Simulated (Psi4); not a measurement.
Input for Psi4: SAPT0/jun-cc-pV(D+d)Z on C2H5NS (a complex), monomers drawn apart or pushed together.

```
memory 2025 MB

molecule dimer {
0 1
S     0.50697014   -0.18187352   -0.86164302
H     0.38928504    0.06576997    0.45635031
H     0.82500026    1.09216337   -1.13977519
--
0 1
C    -0.29274560    0.74962593    6.19741393
C    -0.09306320    0.66409521    4.76017483
N     0.06438359    0.59581646    3.62456884
H     0.61578468    1.10921069    6.68087101
H    -1.10778788    1.43797415    6.42171244
H    -0.54062292   -0.23293051    6.59938928
units angstrom
symmetry c1
no_reorient
no_com
}

set {
  basis jun-cc-pV(D+d)Z
  scf_type df
  freeze_core true
}

energy('sapt0')
```

It printed:

```
[...]
==> Input File <==

--------------------------------------------------------------------------
memory 2025 MB

molecule dimer {
0 1
S     0.50697014   -0.18187352   -0.86164302
H     0.38928504    0.06576997    0.45635031
H     0.82500026    1.09216337   -1.13977519
--
0 1
C    -0.29274560    0.74962593    6.19741393
C    -0.09306320    0.66409521    4.76017483
N     0.06438359    0.59581646    3.62456884
H     0.61578468    1.10921069    6.68087101
H    -1.10778788    1.43797415    6.42171244
H    -0.54062292   -0.23293051    6.59938928
units angstrom
symmetry c1
no_reorient
no_com
}

set {
  basis jun-cc-pV(D+d)Z
  scf_type df
  freeze_core true
}

energy('sapt0')
--------------------------------------------------------------------------


   => Loading Basis Set <=

    Name: JUN-CC-PV(D+D)Z
    Role: ORBITAL
    Keyword: BASIS
    atoms 1        entry S          line   698 file jun-cc-pv_dpd_z.gbs
    atoms 2-3, 7-9 entry H          line    60 file jun-cc-pv_dpd_z.gbs
    atoms 4-5      entry C          line   188 file jun-cc-pv_dpd_z.gbs
    atoms 6        entry N          line   222 file jun-cc-pv_dpd_z.gbs

   => Loading Basis Set <=

    Name: JUN-CC-PV(D+D)Z
    Role: ORBITAL
    Keyword: BASIS
    atoms 1        entry S          line   698 file jun-cc-pv_dpd_z.gbs
    atoms 2-3, 7-9 entry H          line    60 file jun-cc-pv_dpd_z.gbs
    atoms 4-5      entry C          line   188 file jun-cc-pv_dpd_z.gbs
    atoms 6        entry N          line   222 file jun-cc-pv_dpd_z.gbs


  //>>>>>>>>>>>>>>>>>>>>>>>>>>>>>>>>>>>//
  //              Dimer HF             //
  //<<<<<<<<<<<<<<<<<<<<<<<<<<<<<<<<<<<//

   => Libint2 <=

    Primary   basis highest AM E, G, H:  7, 6, 3
    Auxiliary basis highest AM E, G, H:  7, 7, 4
    Onebody   basis highest AM E, G, H:  -, -, -
    Solid Harmonics ordering:            Gaussian


   => Loading Basis Set <=

    Name: JUN-CC-PV(D+D)Z
    Role: ORBITAL
    Keyword: BASIS
    atoms 1        entry S          line   698 file jun-cc-pv_dpd_z.gbs
    atoms 2-3, 7-9 entry H          line    60 file jun-cc-pv_dpd_z.gbs
    atoms 4-5      entry C          line   188 file jun-cc-pv_dpd_z.gbs
    atoms 6        entry N          line   222 file jun-cc-pv_dpd_z.gbs


         ---------------------------------------------------------
                                   SCF
               by Justin Turney, Rob Parrish, Andy Simmonett
                          and Daniel G. A. Smith
                              RHF Reference
                        1 Threads,   1931 MiB Core
         ---------------------------------------------------------

  ==> Geometry <==

    Molecular point group: c1
    Full point group: C1

    Geometry (in Angstrom), charge = 0, multiplicity = 1:

       Center              X                  Y                   Z               Mass
    ------------   -----------------  -----------------  -----------------  -----------------
         S            0.506970140000    -0.181873520000    -0.861643020000    31.972071174400
         H            0.389285040000     0.065769970000     0.456350310000     1.007825032230
         H            0.825000260000     1.092163370000    -1.139775190000     1.007825032230
         C           -0.292745600000     0.749625930000     6.197413930000    12.000000000000
         C           -0.093063200000     0.664095210000     4.760174830000    12.000000000000
         N            0.064383590000     0.595816460000     3.624568840000    14.003074004430
         H            0.615784680000     1.109210690000     6.680871010000     1.007825032230
         H           -1.107787880000     1.437974150000     6.421712440000     1.007825032230
         H           -0.540622920000    -0.232930510000     6.599389280000     1.007825032230

  Running in c1 symmetry.

  Rotational constants: A =      1.22337  B =      0.01537  C =      0.01527 [cm^-1]
  Rotational constants: A =  36675.85919  B =    460.68868  C =    457.86979 [MHz]
  Nuclear repulsion =  108.444967325882146

  Charge       = 0
  Multiplicity = 1
  Electrons    = 40
  Nalpha       = 20
  Nbeta        = 20

  ==> Algorithm <==

  SCF Algorithm Type is DF.
  DIIS enabled.
  MOM disabled.
  Fractional occupation disabled.
  Guess Type is SAD.
  Energy threshold   = 1.00e-08
  Density threshold  = 1.00e-08
  Integral threshold = 1.00e-12

  ==> Primary Basis <==

  Basis Set: JUN-CC-PV(D+D)Z
    Blend: JUN-CC-PV(D+D)Z
    Number of shells: 50
    Number of basis functions: 106
    Number of Cartesian functions: 111
    Spherical Harmonics?: true
    Max angular momentum: 2

   => Loading Basis Set <=

    Name: (JUN-CC-PV(D+D)Z AUX)
    Role: JKFIT
    Keyword: DF_BASIS_SCF
    atoms 1        entry S          line   666 file jun-cc-pvdz-jkfit.gbs
    atoms 2-3, 7-9 entry H          line    70 file jun-cc-pvdz-jkfit.gbs
    atoms 4-5      entry C          line   146 file jun-cc-pvdz-jkfit.gbs
    atoms 6        entry N          line   202 file jun-cc-pvdz-jkfit.gbs

  ==
[...]
l Energy:  -131.94144453793055

   => Energetics <=

    Nuclear Repulsion Energy =             58.7092161992397763
    One-Electron Energy =                -293.5364209181921069
    Two-Electron Energy =                 102.8857601810217659
    Total Energy =                       -131.9414445379305505

Computation Completed


Properties will be evaluated at   0.000000,   0.000000,   0.000000 [a0]

Properties computed using the SCF density matrix


 Multipole Moments:

 ------------------------------------------------------------------------------------
     Multipole            Electronic (a.u.)      Nuclear  (a.u.)        Total (a.u.)
 ------------------------------------------------------------------------------------

 L = 1.  Multiply by 2.5417464519 to convert [e a0] to [Debye]
 Dipole X            :          5.2455358           -5.4741469           -0.2286111
 Dipole Y            :        -28.1857869           28.2840910            0.0983042
 Dipole Z            :       -207.7718227          209.4184801            1.6466574
 Magnitude           :                                                    1.6653550

 ------------------------------------------------------------------------------------

  Constructing Basis Sets for SAPT...

   => Loading Basis Set <=

    Name: (JUN-CC-PV(D+D)Z AUX)
    Role: RIFIT
    Keyword: DF_BASIS_SAPT
    atoms 1        entry S          line   488 file jun-cc-pvdz-ri.gbs
    atoms 2-3, 7-9 entry H          line    30 file jun-cc-pvdz-ri.gbs
    atoms 4-5      entry C          line   100 file jun-cc-pvdz-ri.gbs
    atoms 6        entry N          line   144 file jun-cc-pvdz-ri.gbs

   => Loading Basis Set <=

    Name: (JUN-CC-PV(D+D)Z AUX)
    Role: JKFIT
    Keyword: DF_BASIS_ELST
    atoms 1        entry S          line   666 file jun-cc-pvdz-jkfit.gbs
    atoms 2-3, 7-9 entry H          line    70 file jun-cc-pvdz-jkfit.gbs
    atoms 4-5      entry C          line   146 file jun-cc-pvdz-jkfit.gbs
    atoms 6        entry N          line   202 file jun-cc-pvdz-jkfit.gbs


  //>>>>>>>>>>>>>>>>>>>>>>>>>>>>>>>>>>>//
  //               SAPT0               //
  //<<<<<<<<<<<<<<<<<<<<<<<<<<<<<<<<<<<//



        SAPT0
    Ed Hohenstein
     6 June 2009

      Orbital Information
  --------------------------
    NSO        =       106
    NMO        =       106
    NRI        =       350
    NRI (Elst) =       473
    NOCC A     =         9
    NOCC B     =        11
    FOCC A     =         5
    FOCC B     =         3
    NVIR A     =        97
    NVIR B     =        95

    Elst10,r            =    -0.002222864085 [Eh]
    Exch10              =     0.000253076577 [Eh]
    Exch10 (S^2)        =     0.000253003070 [Eh]

    Maxiter = 50
    CPHF R converge = 1.000000E-08

    Iter     Energy [mEh]          dE [mEh]         Residual      Time [s]
       1      -0.15637817       0.156378166     2.795326e-03             0
       2      -0.17574067       0.019362506     1.272868e-03             0
       3      -0.18945917       0.013718501     1.302420e-04             0
       4      -0.18868242      -0.000776750     3.082853e-05             0
       5      -0.18868663       0.000004210     7.307041e-06             0
       6      -0.18871122       0.000024591     1.402324e-06             0
       7      -0.18870752      -0.000003702     3.047905e-07             0
       8      -0.18870749      -0.000000030     7.807581e-08             0
       9      -0.18870764       0.000000147     1.393072e-08             0
      10      -0.18870761      -0.000000028     2.133327e-09             0

    CHF Iterations converged

    Maxiter = 50
    CPHF R converge = 1.000000E-08

    Iter     Energy [mEh]          dE [mEh]         Residual      Time [s]
       1      -0.04759605       0.047596054     2.722604e-03             0
       2      -0.04655540      -0.001040656     6.978707e-04             0
       3      -0.05428725       0.007731852     1.132886e-04             0
       4      -0.05408733      -0.000199920     2.919652e-05             0
       5      -0.05404374      -0.000043590     7.013823e-06             0
       6      -0.05405186       0.000008124     2.648175e-06             0
       7      -0.05405417       0.000002301     1.315540e-06             0
       8      -0.05405236      -0.000001801     4.514602e-07             0
       9      -0.05405229      -0.000000069     1.212672e-07             0
      10      -0.05405247       0.000000176     2.148891e-08             0
      11      -0.05405245      -0.000000019     5.926645e-09             0

    CHF Iterations converged

    Ind20,r (A<-B)      =    -0.000188707610 [Eh]
    Ind20,r (B<-A)      =    -0.000054052452 [Eh]
    Ind20,r             =    -0.000242760062 [Eh]
    Exch-Ind20,r (A<-B) =     0.000007269110 [Eh]
    Exch-Ind20,r (B<-A) =     0.000010541300 [Eh]
    Exch-Ind20,r        =     0.000017810410 [Eh]
    Disp20              =    -0.000509980395 [Eh]
    Disp20 (SS)         =    -0.000254990197 [Eh]
    Disp20 (OS)         =    -0.000254990197 [Eh]
    Exch-Disp20         =     0.000018766518 [Eh]
    Exch-Disp20 (SS)    =     0.000010159098 [Eh]
    Exch-Disp20 (OS)    =     0.000008607420 [Eh]

    SAPT Results
  --------------------------------------------------------------------------------------------------------
    Electrostatics                 -2.22286408 [mEh]      -1.39486827 [kcal/mol]      -5.83612885 [kJ/mol]
      Elst10,r                     -2.22286408 [mEh]      -1.39486827 [kcal/mol]      -5.83612885 [kJ/mol]

    Exchange                        0.25307658 [mEh]       0.15880795 [kcal/mol]       0.66445246 [kJ/mol]
      Exch10                        0.25307658 [mEh]       0.15880795 [kcal/mol]       0.66445246 [kJ/mol]
      Exch10(S^2)                   0.25300307 [mEh]       0.15876182 [kcal/mol]       0.66425947 [kJ/mol]

    Induction                      -0.25832101 [mEh]      -0.16209888 [kcal/mol]      -0.67822173 [kJ/mol]
      Ind20,r                      -0.24276006 [mEh]      -0.15233424 [kcal/mol]      -0.63736646 [kJ/mol]
      Exch-Ind20,r                  0.01781041 [mEh]       0.01117620 [kcal/mol]       0.04676122 [kJ/mol]
      delta HF,r (2)               -0.03337136 [mEh]      -0.02094085 [kcal/mol]      -0.08761650 [kJ/mol]

    Dispersion                     -0.49121388 [mEh]      -0.30824136 [kcal/mol]      -1.28968185 [kJ/mol]
      Disp20                       -0.50998039 [mEh]      -0.32001753 [kcal/mol]      -1.33895334 [kJ/mol]
      Exch-Disp20                   0.01876652 [mEh]       0.01177617 [kcal/mol]       0.04927149 [kJ/mol]
      Disp20 (SS)                  -0.25499020 [mEh]      -0.16000876 [kcal/mol]      -0.66947667 [kJ/mol]
      Disp20 (OS)                  -0.25499020 [mEh]      -0.16000876 [kcal/mol]      -0.66947667 [kJ/mol]
      Exch-Disp20 (SS)              0.01015910 [mEh]       0.00637493 [kcal/mol]       0.02667271 [kJ/mol]
      Exch-Disp20 (OS)              0.00860742 [mEh]       0.00540124 [kcal/mol]       0.02259878 [kJ/mol]

  Total HF                         -2.22810852 [mEh]      -1.39815921 [kcal/mol]      -5.84989812 [kJ/mol]
  Total SAPT0                      -2.71932240 [mEh]      -1.70640057 [kcal/mol]      -7.13957998 [kJ/mol]

  Special recipe for scaled SAPT0 (see Manual):
    Electrostatics sSAPT0          -2.22286408 [mEh]      -1.39486827 [kcal/mol]      -5.83612885 [kJ/mol]
    Exchange sSAPT0                 0.25307658 [mEh]       0.15880795 [kcal/mol]       0.66445246 [kJ/mol]
    Induction sSAPT0               -0.25830549 [mEh]      -0.16208914 [kcal/mol]      -0.67818096 [kJ/mol]
    Dispersion sSAPT0              -0.49119751 [mEh]      -0.30823109 [kcal/mol]      -1.28963890 [kJ/mol]
  Total sSAPT0                     -2.71929051 [mEh]      -1.70638056 [kcal/mol]      -7.13949625 [kJ/mol]
  --------------------------------------------------------------------------------------------------------



*** Psi4 exiting successfully. Buy a developer a beer!
```

The run finished.

Cost: roughly 11 core-seconds.
